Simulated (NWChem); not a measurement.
System: GaP2H5; SMILES [PH2][GaH][PH2]

NWChem input:

```
start job
memory heap 200 mb stack 900 mb global 1100 mb
geometry units angstroms noautoz
  Ga    -0.586425     0.006001     0.076450
  H     -2.170381    -0.050985     0.042929
  P      0.610708    -2.001816    -0.093616
  H     -0.160880    -2.666925     0.902538
  H      1.656644    -1.622560     0.795336
  P      0.465700     2.090560    -0.125308
  H      1.534376     1.799983     0.770022
  H     -0.352357     2.715198     0.859898
end
basis spherical
  * library def2-svp
end
dft
  xc b3lyp
  iterations 150
  mulliken
end
task dft energy
```

Excerpt of the output:

```
             Northwest Computational Chemistry Package (NWChem) 7.3.0
             --------------------------------------------------------

 CS  symmetry detected

                             Geometry "geometry" -> ""
                             -------------------------

 Output coordinates in angstroms (scale by  1.889725989 to convert to a.u.)

  No.       Tag          Charge          X              Y              Z
 ---- ---------------- ---------- -------------- -------------- --------------
    1 Ga                  31.0000    -0.56479451    -0.01575998     0.00000000
    2 H                    1.0000    -2.13900643    -0.20322775     0.00000000
    3 P                   15.0000     0.57323268    -0.09139131    -2.04753346
    4 H                    1.0000    -0.31436339     0.81732883    -2.69284832
    5 H                    1.0000     1.53969121     0.89943434    -1.71240975
    6 P                   15.0000     0.57323268    -0.09139131     2.04753346
    7 H                    1.0000     1.53969121     0.89943434     1.71240975
    8 H                    1.0000    -0.31436339     0.81732883     2.69284832

 Effective nuclear repulsion energy (a.u.)     308.1477531695

      Symmetry information
      --------------------

 Group name             Cs
 Group number              2
 Group order               2
 No. of unique centers     5

                                 NWChem DFT Module
                                 -----------------

 Summary of "ao basis" -> "ao basis" (spherical)
 ------------------------------------------------------------------------------
       Tag                 Description            Shells   Functions and Types
 ---------------- ------------------------------  ------  ---------------------
 Ga                         def2-svp                12       32   5s4p3d
 H                          def2-svp                 3        5   2s1p
 P                          def2-svp                 8       18   4s3p1d

      Symmetry analysis of basis
      --------------------------

        a'         54
        a"         39

            General Information
            -------------------
          SCF calculation type: DFT
          Wavefunction type:  closed shell.
          No. of atoms     :     8
          No. of electrons :    66
           Alpha electrons :    33
            Beta electrons :    33
          Charge           :     0
          Spin multiplicity:     1
          Use of symmetry is: on ; symmetry adaption is: on
          Maximum number of iterations: 150
          AO basis - number of functions:    93
                     number of shells:    43
          Convergence on energy requested:  1.00D-06
          Convergence on density requested:  1.00D-05
          Convergence on gradient requested:  5.00D-04

              XC Information
              --------------
                         B3LYP Method XC Potential
                     Hartree-Fock (Exact) Exchange  0.200
                        Slater Exchange Functional  0.800 local
                    Becke 1988 Exchange Functional  0.720 non-local
              Lee-Yang-Parr Correlation Functional  0.810
                  VWN I RPA Correlation Functional  0.190 local

             Grid Information
             ----------------
          Grid used for XC integration:  medium
          Radial quadrature: Mura-Knowles
          Angular quadrature: Lebedev.
          Tag              B.-S. Rad. Rad. Pts. Rad. Cut. Ang. Pts.
          ---              ---------- --------- --------- ---------
          Ga                  1.30      112           9.0       590
          H                   0.35       45          13.0       434
          P                   1.00       88          12.0       590
          Grid pruning is: on
          Number of quadrature shells:   335
          Spatial weights used:  Erf1

      Superposition of Atomic Density Guess
      -------------------------------------

 Sum of atomic energies:       -2606.54757675

      Non-variational initial energy
      ------------------------------

 Total energy =   -2607.305376
 1-e energy   =   -4244.550409
 2-e energy   =    1329.097279
 HOMO         =      -0.254348
 LUMO         =       0.001011

      Symmetry analysis of molecular orbitals - initial
      -------------------------------------------------

  Numbering of irreducible representations:

     1 a'          2 a"

  Orbital symmetries:

     1 a'          2 a'          3 a"          4 a'          5 a'
     6 a"          7 a'          8 a'          9 a"         10 a'
    11 a'         12 a"         13 a'         14 a"         15 a'
    16 a"         17 a'         18 a"         19 a'         20 a'
    21 a"         22 a'         23 a"         24 a'         25 a'
    26 a"         27 a'         28 a'         29 a"         30 a'
    31 a"         32 a'         33 a"         34 a'         35 a'
    36 a'         37 a"         38 a'         39 a"         40 a"
    41 a'         42 a'         43 a'

     ---------------------------------------------
      Total Density - Mulliken Population Analysis
     ---------------------------------------------

    Atom       Charge   Shell Charges
 -----------   ------   -------------------------------------------------------
    1 Ga  31    30.40   2.00  2.00  2.00  1.02  0.22  6.00  5.98  0.66  0.46  8.09  1.83  0.15
    2 H    1     1.19   0.70  0.48  0.01
    3 P   15    15.33   2.00  1.99  1.18  0.56  5.94  1.43  2.18  0.05
    4 H    1     0.94   0.64  0.28  0.02
    5 H    1     0.94   0.64  0.28  0.02
    6 P   15    15.33   2.00  1.99  1.18  0.56  5.94  1.43  2.18  0.05
    7 H    1     0.94   0.64  0.28  0.02
    8 H    1     0.94   0.64  0.28  0.02

   convergence    iter        energy       DeltaE   RMS-Dens  Diis-err
 ---------------- ----- ----------------- --------- --------- ---------
 d= 0,ls=0.0,diis     1  -2610.1620169565 -2.92D+03  8.59D-03  2.75D-01
 d= 0,ls=0.0,diis     2  -2610.1881147765 -2.61D-02  4.24D-03  7.46D-02
 d= 0,ls=0.0,diis     3  -2610.1980854212 -9.97D-03  1.88D-03  1.45D-02
 d= 0,ls=0.0,diis     4  -2610.2010524409 -2.97D-03  4.29D-04  2.44D-03
 d= 0,ls=0.0,diis     5  -2610.2013139437 -2.62D-04  7.13D-05  6.91D-05
  Resetting Diis
 d= 0,ls=0.0,diis     6  -2610.2013179167 -3.97D-06  2.82D-05  3.85D-06
 d= 0,ls=0.0,diis     7  -2610.2013185403 -6.24D-07  7.02D-06  8.41D-08

         Total DFT energy =    -2610.201318540345
      One electron energy =    -4245.078291060547
           Coulomb energy =     1450.173840335201
    Exchange-Corr. energy =     -123.444620984500
 Nuclear repulsion energy =      308.147753169500

 Numeric. integr. density =       66.000020877336

                  Occupations of the irreducible representations
                  ----------------------------------------------

                     irrep           alpha         beta
                     --------     --------     --------
                     a'               20.0         20.0
                     a"               13.0         13.0

                       DFT Final Molecular Orbital Analysis
                       ------------------------------------

 Vector   31  Occ=2.000000D+00  E=-3.155151D-01  Symmetry=a"
              MO Center=  3.5D-01, -8.0D-02,  6.9D-13, r^2= 5.4D+00
   Bfn.  Coefficient  Atom+Function         Bfn.  Coefficient  Atom+Function
  ----- ------------  ---------------      ----- ------------  ---------------
    49      0.211945  3 P  py                77     -0.211945  6 P  py
    46      0.208049  3 P  py                74     -0.208049  6 P  py
    41     -0.189224  3 P  s                 69      0.189224  6 P  s
    40     -0.184001  3 P  s                 68      0.184001  6 P  s
    14      0.179833  1 Ga pz                56      0.171566  4 H  s

 Vector   32  Occ=2.000000D+00  E=-2.718551D-01  Symmetry=a'
              MO Center= -2.5D-02, -1.3D-01,  3.5D-14, r^2= 5.8D+00
   Bfn.  Coefficient  Atom+Function         Bfn.  Coefficient  Atom+Function
  ----- ------------  ---------------      ----- ------------  ---------------
    33      0.238462  2 H  s                 12     -0.211597  1 Ga px
    49     -0.181927  3 P  py                77     -0.181927  6 P  py
    50     -0.171774  3 P  pz                78      0.171774  6 P  pz
     4     -0.169546  1 Ga s                 34      0.166036  2 H  s
    41      0.166102  3 P  s                 69      0.166102  6 P  s

 Vector   33  Occ=2.000000D+00  E=-2.453767D-01  Symmetry=a"
              MO Center=  5.0D-01, -1.4D-01, -4.2D-14, r^2= 6.2D+00
   Bfn.  Coefficient  Atom+Function         Bfn.  Coefficient  Atom+Function
  ----- ------------  ---------------      ----- ------------  ---------------
    50      0.279341  3 P  pz                78      0.279341  6 P  pz
    14     -0.223931  1 Ga pz                47      0.221081  3 P  pz
    75      0.221081  6 P  pz                49      0.196324  3 P  py
    77     -0.196324  6 P  py                41     -0.183434  3 P  s
    69      0.183434  6 P  s                 48     -0.144646  3 P  px

 Vector   34  Occ=0.000000D+00  E=-6.735107D-02  Symmetry=a'
              MO Center= -4.2D-01,  1.2D-01,  2.8D-14, r^2= 4.5D+00
   Bfn.  Coefficient  Atom+Function         Bfn.  Coefficient  Atom+Function
  ----- ------------  ---------------      ----- ------------  ---------------
    16      0.686684  1 Ga py                13      0.421503  1 Ga py
    41      0.249115  3 P  s                 69      0.249115  6 P  s
    10     -0.212891  1 Ga py                62     -0.180523  5 H  s
    85     -0.180523  7 H  s                 57     -0.155253  4 H  s
    90     -0.155253  8 H  s                  4      0.152343  1 Ga s

[...]
```

Level: B3LYP/def2-SVP. Structure relaxed at the B3LYP/6-31G* (spherical d) level. B3LYP is NWChem's, with the RPA form of VWN correlation.
